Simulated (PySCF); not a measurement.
PySCF input file for C₄H₁₂Si₂, SMILES CC(=C)[SiH2][SiH2]C, PBE0-D3(BJ)/def2-SVP. Coordinates come from a PBE0-D3(BJ)/def2-SVP optimisation. The structure was generated by enumeration, and PubChem lists no compound with its InChIKey, so it may never have been made. Other conformers were not sampled.

```python
import numpy as np
from pyscf import gto, scf, dft, df
from pyscf.hessian import thermo

mol = gto.M(
    atom='''
    C    -2.63315130   -0.89540522    0.74540524
    C    -1.82980582   -0.21399037   -0.08373246
    C    -2.26361049    1.05735070   -0.75619556
    Si   -0.07734391   -0.82799541   -0.40342668
    Si    1.50931161    0.68308329    0.44658964
    C     3.27401710    0.12832592    0.07741167
    H    -3.65018199   -0.54844389    0.96849080
    H    -2.31573871   -1.82203313    1.23350819
    H    -1.60807302    1.90061652   -0.48015392
    H    -3.29716114    1.32736962   -0.48951104
    H    -2.20500478    0.96633113   -1.85380867
    H     0.10630197   -2.17233043    0.23028440
    H     0.15630301   -0.96929655   -1.87970726
    H     1.26146701    2.03365121   -0.15759422
    H     1.30475514    0.81695687    1.92530715
    H     4.00335884    0.84818576    0.47911477
    H     3.43565183    0.04424509   -1.00803697
    H     3.47607708   -0.85416862    0.53049187
    ''',
    basis='def2-SVP',
    charge=0,
    spin=0,
    max_memory=1600,
    verbose=3,
)
mf = dft.RKS(mol, xc='pbe0').density_fit(auxbasis='def2-universal-jkfit')
mf.disp = 'd3bj'
mf.grids.level = 3
mf.conv_tol = 1e-11
mf.max_cycle = 100
mf.kernel()

# [left out here: the lines that compute and print the analytic Hessian (its translational invariance restored by hand, since the grid's response is missing), thermochemistry and intensities]
```

Output:

```
converged SCF energy = -737.890120164359

WARN: DFTD3 does not support analytical Hessian, using finite difference


WARN: Mole.unit (angstrom) is changed to Bohr

Mode                                 0                   1                   2
Irrep
Freq [cm^-1]                       33.2318             45.8899             78.3793
Reduced mass [au]                   2.4275              2.9464              3.4692
Force const [Dyne/A]                0.0016              0.0037              0.0126
Char temp [K]                      47.8132             66.0253            112.7704
Normal mode                   x     y     z       x     y     z       x     y     z
       0   C                 0.00  0.06  0.03   -0.09 -0.04 -0.11    0.01  0.05  0.03
       1   C                 0.00  0.01 -0.02   -0.01 -0.01 -0.00    0.03  0.01  0.01
       2   C                 0.00 -0.02 -0.09    0.07  0.04  0.04    0.10  0.05  0.05
       3  Si                -0.00 -0.01  0.01    0.00 -0.03  0.08   -0.01 -0.08 -0.04
       4  Si                -0.00 -0.05  0.08    0.01  0.01 -0.01   -0.06 -0.03 -0.03
       5   C                -0.00  0.07 -0.11   -0.00  0.03 -0.09    0.00  0.11  0.05
       6   H                 0.01  0.08  0.01   -0.10 -0.04 -0.18    0.05  0.12  0.07
       7   H                 0.00  0.09  0.07   -0.15 -0.08 -0.14   -0.03  0.03  0.01
       8   H                 0.02 -0.02 -0.15    0.04  0.02  0.18    0.16  0.00  0.05
       9   H                 0.01  0.01 -0.08    0.04  0.03 -0.05    0.12  0.11  0.08
      10   H                -0.02 -0.09 -0.08    0.19  0.12  0.04    0.07  0.07  0.04
      11   H                -0.03 -0.03 -0.02   -0.02  0.00  0.16   -0.04 -0.08 -0.03
      12   H                 0.03  0.02  0.01    0.03 -0.11  0.09   -0.04 -0.09 -0.04
      13   H                -0.10  0.01  0.26   -0.04 -0.00 -0.03   -0.12 -0.05 -0.05
      14   H                 0.09 -0.23  0.11    0.08  0.05  0.00   -0.12 -0.03 -0.04
      15   H                -0.01  0.06 -0.07    0.01  0.06 -0.15   -0.08  0.18  0.08
      16   H                -0.08  0.22 -0.13   -0.06  0.01 -0.09    0.06  0.11  0.06
      17   H                 0.07  0.03 -0.25    0.04  0.05 -0.07    0.07  0.13  0.07
Mode                                 3                   4                   5
Irrep
Freq [cm^-1]                      159.3688            161.1012            167.7534
Reduced mass [au]                   1.1601              1.9208              1.2507
Force const [Dyne/A]                0.0174              0.0294              0.0207
Char temp [K]                     229.2962            231.7888            241.3598
Normal mode                   x     y     z       x     y     z       x     y     z
       0   C                -0.02  0.01  0.01    0.03 -0.00  0.01   -0.04 -0.03 -0.04
       1   C                -0.02  0.01  0.01    0.03 -0.02 -0.00   -0.02  0.01  0.01
       2   C                -0.03 -0.01 -0.01    0.08 -0.00  0.01   -0.03  0.01  0.01
       3  Si                -0.02 -0.00  0.01    0.03 -0.01  0.00   -0.02 -0.00  0.02
       4  Si                 0.02 -0.01 -0.04   -0.05  0.06  0.01    0.03 -0.01 -0.02
       5   C                 0.05  0.02  0.03   -0.10 -0.07 -0.03    0.06  0.03  0.02
       6   H                -0.03 -0.01 -0.02    0.05  0.03  0.03   -0.05 -0.03 -0.06
       7   H                -0.01  0.03  0.04    0.01 -0.02 -0.01   -0.06 -0.05 -0.08
       8   H                -0.19  0.05  0.20    0.19 -0.06 -0.09    0.23 -0.07 -0.38
       9   H                -0.12 -0.15 -0.21    0.13  0.10  0.11    0.12  0.23  0.36
      10   H                 0.22  0.08  0.00   -0.04 -0.04  0.01   -0.48 -0.17 -0.00
      11   H                -0.02  0.03  0.07    0.09  0.02  0.04   -0.04  0.01  0.06
      12   H                -0.07 -0.08  0.01    0.06 -0.03  0.01   -0.02 -0.05  0.03
      13   H                 0.04  0.00 -0.01   -0.01  0.06  0.01    0.04 -0.01 -0.03
      14   H                -0.02 -0.04 -0.04   -0.05  0.05  0.01    0.03  0.00 -0.02
      15   H                 0.01 -0.16  0.44   -0.00 -0.29  0.19    0.01 -0.01  0.18
      16   H                 0.23  0.45  0.02   -0.08  0.19 -0.05    0.14  0.19  0.02
      17   H                -0.07 -0.16 -0.32   -0.27 -0.22 -0.29    0.04 -0.02 -0.10
Mode                                 6                   7                   8
Irrep
Freq [cm^-1]                      242.2254            351.4600            354.9587
Reduced mass [au]                   2.2877              1.8070              1.4431
Force const [Dyne/A]                0.0791              0.1315              0.1071
Char temp [K]                     348.5084            505.6726            510.7066
Normal mode                   x     y     z       x     y     z       x     y     z
       0   C                 0.12  0.00 -0.04   -0.07  0.06  0.02    0.04 -0.06  0.00
       1   C                 0.03  0.06 -0.08   -0.03 -0.07 -0.06    0.01  0.04  0.06
[...]
       3  Si                 0.00 -0.03  0.02    0.00  0.00 -0.00    0.00 -0.00 -0.00
       4  Si                -0.00 -0.00  0.02   -0.00  0.00 -0.00   -0.00  0.00  0.00
       5   C                 0.00 -0.00 -0.00   -0.00 -0.00 -0.00    0.05 -0.01 -0.01
       6   H                 0.00  0.00 -0.00   -0.01  0.01  0.00   -0.00  0.00 -0.00
       7   H                 0.00 -0.00 -0.00    0.00 -0.01  0.00    0.00 -0.00  0.00
       8   H                -0.00  0.00  0.00   -0.36 -0.45 -0.16   -0.00 -0.00 -0.00
       9   H                -0.00 -0.00  0.00    0.49 -0.12 -0.13    0.00 -0.00 -0.00
      10   H                -0.00  0.00 -0.00   -0.03  0.06  0.58    0.00  0.00  0.00
      11   H                -0.10  0.78 -0.37   -0.00  0.00  0.00    0.00  0.00  0.00
      12   H                 0.03 -0.03 -0.16   -0.00 -0.00  0.00    0.00  0.00  0.00
      13   H                -0.03  0.14 -0.06    0.00 -0.00  0.00    0.00  0.00 -0.00
      14   H                 0.05 -0.04 -0.38   -0.00 -0.00  0.00    0.00 -0.00  0.00
      15   H                -0.00  0.00 -0.00    0.00  0.00  0.00   -0.37 -0.38 -0.21
      16   H                -0.00  0.00  0.00    0.00  0.00 -0.00   -0.07  0.04  0.56
      17   H                -0.00 -0.00  0.00    0.00 -0.00  0.00   -0.09  0.50 -0.24
Mode                                42                  43                  44
Irrep
Freq [cm^-1]                     3119.5103           3132.7454           3143.7802
Reduced mass [au]                   1.1014              1.0630              1.1049
Force const [Dyne/A]                6.3147              6.1465              6.4339
Char temp [K]                    4488.2807           4507.3231           4523.1997
Normal mode                   x     y     z       x     y     z       x     y     z
       0   C                -0.00  0.00  0.00   -0.05 -0.02  0.04   -0.00 -0.00  0.00
       1   C                 0.00  0.00  0.00    0.00  0.00 -0.01    0.00  0.00 -0.00
       2   C                 0.03  0.05  0.07   -0.00  0.00  0.00    0.08  0.00 -0.04
       3  Si                -0.00  0.00  0.00    0.00 -0.00  0.00   -0.00  0.00 -0.00
       4  Si                -0.00  0.00 -0.00   -0.00  0.00  0.00   -0.00  0.00 -0.00
       5   C                -0.00 -0.00 -0.00   -0.00 -0.00 -0.00    0.00 -0.00  0.00
       6   H                 0.00 -0.00 -0.00    0.74 -0.26 -0.16    0.03 -0.01 -0.00
       7   H                -0.00  0.00 -0.00   -0.17  0.46 -0.24   -0.01  0.02 -0.01
       8   H                -0.41 -0.51 -0.16    0.00  0.01  0.00   -0.19 -0.25 -0.09
       9   H                -0.03  0.02  0.02    0.04 -0.01 -0.01   -0.75  0.19  0.20
      10   H                 0.04 -0.05 -0.66   -0.00 -0.00 -0.01   -0.01  0.04  0.37
      11   H                -0.00 -0.00 -0.00   -0.00  0.00 -0.00   -0.00 -0.00  0.00
      12   H                 0.00 -0.00 -0.00   -0.00  0.00  0.00   -0.00 -0.00  0.00
      13   H                 0.00 -0.00  0.00   -0.00 -0.00 -0.00    0.00 -0.00  0.00
      14   H                 0.00 -0.00 -0.00   -0.00 -0.00 -0.00    0.00  0.00  0.00
      15   H                 0.00  0.00  0.00   -0.00 -0.00 -0.00    0.00  0.00  0.00
      16   H                 0.00 -0.00 -0.00    0.00  0.00  0.00   -0.00  0.00 -0.00
      17   H                 0.00 -0.00 -0.00    0.00  0.00 -0.00    0.00  0.00 -0.00
Mode                                45                  46                  47
Irrep
Freq [cm^-1]                     3168.1042           3168.5361           3235.9214
Reduced mass [au]                   1.1034              1.1031              1.1153
Force const [Dyne/A]                6.5249              6.5252              6.8806
Char temp [K]                    4558.1966           4558.8180           4655.7704
Normal mode                   x     y     z       x     y     z       x     y     z
       0   C                -0.00  0.00  0.00    0.00  0.00 -0.00    0.06 -0.07  0.02
       1   C                -0.00 -0.00 -0.00   -0.00  0.00 -0.00    0.00 -0.00 -0.00
       2   C                 0.00  0.00  0.00   -0.00  0.00  0.00   -0.00  0.00 -0.00
       3  Si                -0.00  0.00 -0.00   -0.00 -0.00  0.00   -0.00 -0.00  0.00
       4  Si                 0.00  0.00  0.00    0.00 -0.00  0.00   -0.00  0.00  0.00
       5   C                 0.03  0.08  0.02    0.01 -0.02  0.09    0.00  0.00 -0.00
       6   H                 0.00  0.00  0.00   -0.00  0.00  0.00   -0.49  0.16  0.11
       7   H                 0.00 -0.00  0.00    0.00 -0.00  0.00   -0.23  0.66 -0.35
       8   H                -0.00 -0.00 -0.00   -0.00 -0.00  0.00   -0.00 -0.00 -0.00
       9   H                -0.00 -0.00  0.00    0.00 -0.00 -0.00   -0.00  0.00 -0.00
      10   H                 0.00 -0.00 -0.00   -0.00 -0.00 -0.00   -0.00  0.00  0.00
      11   H                 0.00 -0.00 -0.00    0.00  0.00 -0.00   -0.00  0.00 -0.00
      12   H                 0.00 -0.00 -0.00   -0.00 -0.00 -0.00    0.00  0.00 -0.00
      13   H                 0.00 -0.00  0.00   -0.00  0.00 -0.00    0.00  0.00 -0.00
      14   H                 0.00 -0.00 -0.00    0.00 -0.00 -0.00    0.00  0.00 -0.00
      15   H                -0.49 -0.48 -0.27   -0.16 -0.16 -0.07   -0.00 -0.00 -0.00
      16   H                 0.03  0.00 -0.16    0.11 -0.06 -0.75    0.00 -0.00  0.00
      17   H                 0.11 -0.51  0.24   -0.09  0.47 -0.20    0.00 -0.00  0.00
temperature 298.1500 [K]
pressure 101325.00 [Pa]
Rotational constants [GHz] 4.52161 1.00780 0.93741
Symmetry number 1
Zero-point energy (ZPE) 0.14127 [Eh]   370906.759 [J/mol]
                           tot       elec      trans        rot        vib
Entropy [J/mol/K]       422.137      0.000    168.064    120.126    133.946
Cv [J/mol/K]            154.905      0.000     12.472     12.472    129.961
Cp [J/mol/K]            163.219      0.000     20.786     12.472    129.961
Internal energy [J/mol]                      3718.434   3718.434 390960.623
Internal energy [Eh]   -737.73838  -737.89012
Enthalpy [J/mol]                             6197.391   3718.434 390960.623
Enthalpy [Eh]          -737.73743
Gibbs free energy [J/mol]                  -43911.013 -32097.093 351024.492
Gibbs free energy [Eh] -737.78537
mode   freq/cm-1   IR/(km/mol)
   1       33.23         0.422
   2       45.89         0.043
   3       78.38         0.452
   4      159.37         0.139
   5      161.10         0.102
   6      167.75         0.459
   7      242.23         0.473
   8      351.46         5.258
   9      354.96        12.323
  10      389.79         6.413
  11      452.86         2.954
  12      498.50         1.125
  13      624.48         7.211
  14      629.90         6.408
  15      659.59        89.841
  16      689.51         7.231
  17      704.70        77.794
  18      737.42         7.275
  19      792.52       239.881
  20      881.23        85.240
  21      885.18        44.296
  22      919.70        22.480
  23      934.54       102.125
  24      954.83        36.273
  25      965.60         4.124
  26     1004.06         2.287
  27     1051.02         0.297
  28     1230.77         0.222
  29     1260.09        11.425
  30     1383.79         5.688
  31     1419.00         1.393
  32     1431.83         2.627
  33     1432.71         7.829
  34     1446.92        11.208
  35     1459.56        14.054
  36     1702.90         1.504
  37     2189.49        90.166
  38     2198.01        65.003
  39     2204.93        87.559
  40     2214.18       133.931
  41     3038.03        17.615
  42     3060.19         3.840
  43     3119.51         8.017
  44     3132.75        15.240
  45     3143.78        13.408
  46     3168.10         1.136
  47     3168.54         1.567
  48     3235.92         6.020
max |gradient| / (hartree/bohr): 4.0841831508799516e-05
APT charges: [-0.115  -0.222  -0.0175  0.7916  0.8189 -0.3596  0.0284  0.0335  0.0155
 -0.0136  0.0106 -0.2501 -0.2639 -0.2667 -0.2597  0.006   0.0321  0.0314]
```

The calculation finished and met its thresholds.

Cost: roughly 9 core-minutes.
